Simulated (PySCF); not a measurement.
**Correlation energy of Xe (xenon, neutral)**

[Kr] 4d10 5s1 5p6 5d1, high-spin 3D determinant (an excited configuration). All numbers are calculated (PySCF 2.14, scalar relativity through the core potential, in aug-cc-pwCVDZ-PP with ECP28MDF (6s5p4d1f, 48 functions)). Frozen: 4s2 4p6 4d10; 8 electrons correlated.

| level | correlation energy (mhartree) |
| --- | --- |
| CCSD | -228.93 |
| (T) | -21.90 |
| CCSD(T) | -250.83 |

Diagnostics: T1 = 0.014, D1 = 0.0288, largest double amplitude 0.363.

The outer electron is Rydberg-like, and this basis confines it to a smaller radius and binds it less than a complete one would. A double-excitation amplitude exceeds 0.15, a sign of near-degeneracy.

Cost of the coupled-cluster step: roughly 2.3 core-seconds, for 8 correlated electrons.
